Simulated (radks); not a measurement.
Task: These are the eigenvalues of the occupied orbitals of an atom or ion with whole-number occupations (eV). All-electron calculation, scalar-relativistic Kohn-Sham, PBE, spin-unpolarised, spherical densities, point nucleus. Program: a radial shooting solver on a logarithmic mesh with Libxc functionals.

1s: -28127.19
2s: -5498.748
2p: -5106.371
3s: -2033.757
3p: -1908.253

Which element is it, and in what charge state? The configuration may be excited.

Result: Z = 48, cadmium, charge +31: Cd31+ in [Ne] 3s2 3p5. The list shows which subshells hold electrons but not how many an open one holds; the 1s level, -1033.7 hartree, gives Z - s = 45.5 by -(Z - s)^2/2, which with screening and relativity narrows Z to a few neighbours, and the depths of the outer levels then fix element, charge and occupations together.
